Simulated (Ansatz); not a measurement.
Coupled-cluster diagnostics for Al2S3, Ansatz.

Geometry of the singlet (PBE-D4/def2-SVP):

```csv
atom,x (Å),y (Å),z (Å)
Al1,-2.0946,-0.7331,-0.1998
Al2,0.7695,0.6320,0.0356
S3,0.2471,-1.3787,-0.9526
S4,-0.0426,-1.1498,1.2432
S5,1.1206,2.6297,-0.1263
```

Correlated methods freeze 25 core orbitals. Another isomer (singlet) lies 0.67 eV lower at PBE0-D4/def2-TZVP; other spin states weren't run for this one.

**Question.** Estimate the CCSD(T) correlation energy, the shares of MP2 and (T), T1 and the reference's ⟨S²⟩ for: charge 0, singlet, own geometry in def2-TZVPP; and the rough time on 4 threads of Arm Neoverse V1 on a shared host.

**Answer.** 
```json
{"state": "charge 0, singlet, own geometry", "basis": "def2-TZVPP", "correlation (eV)": "-19.842", "MP2 share (%)": "88.3", "(T) share (%)": "5.9", "T1": "0.018", "⟨S²⟩ (pure)": "0.00 (0.00)", "wall time": "37 s"}
```
Customary marks for T1 are 0.02 (closed shells), 0.045 (open shells) and about 0.05 (3d metals). T1 stays under 0.02 throughout.
